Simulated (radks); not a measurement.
Results of a calculation; reference values are marked as such.
Numerical settings for neutral thallium, [Hg] 6p1. Level of theory: scalar-relativistic Kohn-Sham, r2SCAN, spin-polarised, spherical densities, finite nucleus; open shells are filled with parallel spins first (spin-orbit coupling, left out, can overturn this in heavy ions); meta-GGA in the generalised Kohn-Sham scheme; Fermi nuclear charge, rms radius 5.4759 fm (a radial shooting solver on a logarithmic mesh with Libxc functionals). The defaults (mesh step 0.008 in ln r, mesh end at 40 bohr or more with all orbitals vanishing there, Anderson mixing 0.5 over 9 steps, residual threshold near 1e-9 with the energy settled to 1e-9 hartree or 1e-11 of itself, here a cap of 86 iterations) give E = -20243.054 hartree and 6p at -2.672 eV in 11 iterations. Run on one thread of a shared host, so times are rough (Arm Neoverse N1): 0.35 s of CPU time, 0.35 s wall, 11 iterations on 2440 mesh points. Changes against that run (0 stands for a change within the tolerance of the run):

\begin{tabular}{lrrrrr}
setting & iterations & converged & E (mhartree) & e(6p) (meV) & CPU (s) \\ \hline
mesh step in ln r 0.003 & 13 & yes & 0 & +0.00758 & 1 \\
mesh step in ln r 0.03 & 11 & yes & -0.958 & 0 & 0.11 \\
mesh step in ln r 0.005 & 12 & yes & 0 & 0 & 0.58 \\
mesh end (bohr) 400 & 11 & yes & 0 & 0 & 0.35 \\
mesh end (bohr) 2 & 10 & level above zero & +1.74e+04 & +1.43e+05 & 0.25 \\
residual threshold 1e-05 & 11 & yes & 0 & 0 & 0.35 \\
residual threshold 1e-16 & 86 & no & 0 & +0.0172 & 1.2 \\
mixing 0.05 & 17 & yes & 0 & +0.0143 & 0.51 \\
linear mixing, mixing 0.05 & 86 & no & +18 & -10.7 & 2.1 \\
linear mixing, mixing 1 & 86 & no & +1.51e+06 & +2.68e+03 & 6.9 \\
mixing history 2 & 14 & yes & -0.00165 & +0.154 & 0.42 \\
iteration cap 5 & 5 & no & +5.91 & +79.9 & 0.18 \\
\end{tabular}

Settled on a wrong energy, with an occupied level pushed above zero by the early mesh end: mesh end (bohr) 2 (+17.4 hartree). Apart from these: no run marked as converged misses the energy by more than 1 mhartree. A mesh that ends early acts as a hard wall.
